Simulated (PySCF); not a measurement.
AlH₃O, SMILES [AlH2][OH].

Coordinates come from a PBE0-D3(BJ)/def2-TZVP optimisation. The geometry has at least one imaginary mode, so it is a saddle point at that level.

These are PBE0/def2-TZVPD (PySCF) values and carry that method's errors.

```
Property                                                                                                        Value
---------------------------------------------------------------------------------------------  ----------------------
total energy                                                                                       -319.32992 hartree
point group                                                                                                       C2v
highest occupied level                                                                                       -8.01 eV
lowest empty level                                                                                           -0.87 eV
orbital gap                                                                                                   7.14 eV
dipole moment                                                                                                  1.05 D
quadrupole, principal values (traceless, Buckingham form, about the centre of nuclear charge)   -5.96, 2.64, 3.32 D·Å
mean static polarisability                                                                       33.4 bohr³ (4.95 Å³)
polarisability, principal values                                                               29.5, 35.3, 35.5 bohr³
```
